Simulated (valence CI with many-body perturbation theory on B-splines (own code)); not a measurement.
**Hyperfine factors and g values of Hf³¹⁺**

Computed by configuration interaction combined with many-body perturbation theory (CI+MBPT): five valence electrons over a frozen Dirac-Fock core [Kr], a basis of 7 s, 7 p, 8 d, 6 f, 4 g, 1 h functions for each j, with the one-electron correlation potential Σ1, the two-electron term Σ2, the three-electron term Σ3, Breit, model QED; selected CI, second order for the rest (own B-spline code, finite nucleus).

No measured spectrum was set against this ion. As an estimate, large intervals hold to a few tenths of a per cent, small ones and those within an open d or f shell to about a per cent. Only levels of the ground parity were solved; by the run's estimate the other parity begins above the list, which can be wrong where configurations are misplaced.

A/g_I is the dipole constant over the nuclear g factor μ/I (μ in nuclear magnetons, uniformly magnetised nucleus), B/Q the quadrupole constant per barn. Both hold the static response of the core; the bare values leave it out. Large factors of s and p1/2 electrons are usually good to 5 to 10 %; those of open d and f shells near neutrality can be off by tens of per cent, and small factors of p3/2, d and f electrons come from cancelling terms and can be off by a factor of two or in sign, in half-filled shells by more. B is blank for J = 1/2, where it vanishes, and for nearly pure S terms. Energies count from the lowest level.

Levels are named by their leading jj configuration (3d3/2^4 stands for four electrons in 3d with j = 3/2), which in mixed levels can hold well under half, so a name can repeat and another be missing. Letters in brackets count levels of one name in rising energy.

```tsv
Level	E (cm⁻¹)	g	A/g_I (MHz)	A/g_I bare	B/Q (MHz/b)	B/Q bare
(4d3/2^4 4d5/2) J=5/2	0	1.407	6070	6800	12500	12000
(4d3/2^3 4d5/2^2) J=5/2 [a]	85033	1.324	4410	4960	6930	6630
(4d3/2^3 4d5/2^2) J=7/2 [a]	120780	1.160	9120	9280	17100	16500
(4d3/2^3 4d5/2^2) J=3/2 [a]	124430	1.206	11100	11300	13600	13000
(4d3/2^3 4d5/2^2) J=11/2	128070	1.123	11700	11800	-500	-560
(4d3/2^3 4d5/2^2) J=9/2	139150	1.146	10400	10600	16200	15500
(4d3/2^3 4d5/2^2) J=5/2 [b]	146070	1.140	10800	10900	726	722
(4d3/2^3 4d5/2^2) J=1/2	152230	1.813	-6640	-4950		
(4d3/2^3 4d5/2^2) J=7/2 [b]	161670	1.091	12800	12800	-17400	-16700
(4d3/2^3 4d5/2^2) J=3/2 [b]	200650	0.786	20900	20200	-15600	-15000
(4d3/2^2 4d5/2^3) J=5/2 [a]	205690	1.261	4400	4800	933	902
(4d3/2^2 4d5/2^3) J=7/2 [a]	226450	1.217	7790	8080	-1760	-1700
(4d3/2^2 4d5/2^3) J=11/2	231500	1.083	11700	11700	501	495
(4d3/2^2 4d5/2^3) J=9/2 [a]	236420	1.147	9980	10100	-2490	-2410
(4d3/2^2 4d5/2^3) J=1/2 [a]	243250	0.555	30900	29600		
(4d3/2^2 4d5/2^3) J=13/2	248600	1.073	12500	12500	-7.29	4.56
(4d3/2^2 4d5/2^3) J=3/2 [a]	250150	1.190	9660	9880	698	658
(4d3/2^2 4d5/2^3) J=5/2 [b]	253970	1.017	13900	13700	-2790	-2670
(4d3/2^2 4d5/2^3) J=9/2 [b]	271950	1.109	11300	11300	826	796
(4d3/2^2 4d5/2^3) J=7/2 [b]	277060	0.988	15400	15100	-935	-900
(4d3/2^2 4d5/2^3) J=5/2 [c]	280860	1.046	13000	12900	2820	2690
(4d3/2^2 4d5/2^3) J=3/2 [b]	286100	0.839	19300	18700	1460	1430
(4d3/2^2 4d5/2^3) J=1/2 [b]	299260	1.810	-7680	-5990		
(4d3/2^2 4d5/2^3) J=7/2 [c]	300970	1.046	13800	13700	1480	1420
(4d3/2^2 4d5/2^3) J=9/2 [c]	323710	1.105	11400	11400	8650	8350
(4d3/2 4d5/2^4) J=5/2 [a]	345300	1.259	5660	6060	-7900	-7570
(4d3/2^2 4d5/2^3) J=3/2 [c]	365440	1.179	9250	9450	-6700	-6480
(4d3/2 4d5/2^4) J=7/2 [a]	371330	1.192	8610	8840	-20800	-20000
(4d3/2^2 4d5/2^3) J=5/2 [d]	372380	1.136	8960	9060	6960	6730
(4d3/2 4d5/2^4) J=11/2	379640	1.070	12200	12100	65.5	154
(4d3/2 4d5/2^4) J=3/2 [a]	381260	0.966	13400	13100	-14600	-14000
(4d3/2 4d5/2^4) J=9/2	399200	1.114	10800	10800	-23100	-22200
(4d3/2 4d5/2^4) J=5/2 [b]	411340	1.112	10800	10900	2320	2240
(4d3/2 4d5/2^4) J=7/2 [b]	419680	0.996	14000	13800	22200	21400
(4d3/2 4d5/2^4) J=1/2	444150	1.145	-1900	-1740		
(4d3/2 4d5/2^4) J=3/2 [b]	487720	0.875	20300	19800	21200	20400
(4d5/2^5) J=5/2	518620	1.153	8580	8720	-22500	-21600
```

Question: Take the isotope of mass number 177, with I = 7/2, μ = 0.791 μN and Q = 3.37 b. What is the hyperfine structure of (4d3/2^3 4d5/2^2) J=7/2 [a]?

Answer: From the table A = 2060 MHz, B = 57800 MHz. Shifts from the centre of gravity in MHz: F = 0: -1480, F = 1: -5320, F = 2: -11800, F = 3: -18600, F = 4: -22200, F = 5: -17800, F = 6: 494, F = 7: 39700.
